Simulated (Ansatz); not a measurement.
F₃Y, SMILES `[F][Y]([F])[F]`, relaxed with RKS PBE0-D4/def2-TZVP in the Gaussian-basis code of Ansatz from a PBE-D4/def2-SVP geometry. The force threshold is 0.005 eV/Å; the program also tests the step.

The species carries charge 0 and has multiplicity 1. Y takes the def2 core potential.

Start:

```xyz
4

F    -0.762    0.049    1.835
Y     0.022   -0.147    0.004
F     1.952    0.310   -0.268
F    -1.212   -0.212   -1.571
```

Question: How much energy does the relaxation release, and in how many steps? (Estimate.)

Answer: Computed: 0.48 kJ/mol, in 5 steps.

Question: Which bonds change most? (Estimate.)

Answer: Ansatz gave: Y2–F3 from 2.002 to 1.997 Å; Y2–F4 from 2.002 to 1.997 Å; F1–Y2 from 2.001 to 1.997 Å.

Question: Give the relaxed structure. (Estimate.)

Answer: The calculation gave: 
```xyz
4

F    -0.760    0.000    1.847
Y     0.000    0.000    0.000
F     1.960    0.261   -0.273
F    -1.201   -0.261   -1.574
```
